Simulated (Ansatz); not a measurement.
C2H5BOSi can be A, `BC1=C[SiH2]O1`, or B, `BO[SiH2]C#C`.

Isolated molecules relaxed with PBE0-D4/def2-TZVP in Ansatz; ΔE leaves out vibrations. CCSD(T)/CBS is the MP2 limit (def2-TZVPP, def2-QZVPP) plus CCSD(T) − MP2 in def2-TZVPP, frozen cores. Functionals use def2-TZVPP. B3LYP here is the variant with VWN-RPA as its local correlation; programs differ in this. One conformer a species, not always the lowest.

Question: Which isomer does CCSD(T)/CBS put lower? Give the gap. (An estimate is asked.)

Answer: Computed: B, by 147.8 kJ/mol.

Question: Give E(B) − E(A) in kJ/mol with CCSD/def2-TZVPP, B3LYP, CCSD(T)/def2-TZVPP, BLYP-D4, B2PLYP, PBE0-D4, CCSD(T)/def2-SVP. (Estimate.)

Answer: Ansatz gave: CCSD/def2-TZVPP -152.1, B3LYP -146.7, CCSD(T)/def2-TZVPP -147.3, BLYP-D4 -143.2, B2PLYP -152.2, PBE0-D4 -112.4, CCSD(T)/def2-SVP -151.5. None reverses the order clearly.

Question: Does the order hold for the free energy at 298.15 K (harmonic terms from PBE0-D4)? (Estimate.)

Answer: Ansatz gave: Yes: G(B) − G(A) = -155.5 kJ/mol, for one conformer each. Modes under 60 cm⁻¹, often nearly free rotors, make the harmonic entropy too high.

Largest T1 diagnostic: 0.014.

The D4 term adds +3.1 kJ/mol with B3LYP and +1.4 kJ/mol with PBE0; it sums over pairs of atoms, weighted by their polarisabilities, and B3LYP, whose exchange is more repulsive, gets the larger term. In def2-TZVPP, CCSD(T) changes the Hartree–Fock value by +26.8 kJ/mol (the triples alone add +4.7 kJ/mol) and MP2 by +20.4 kJ/mol.
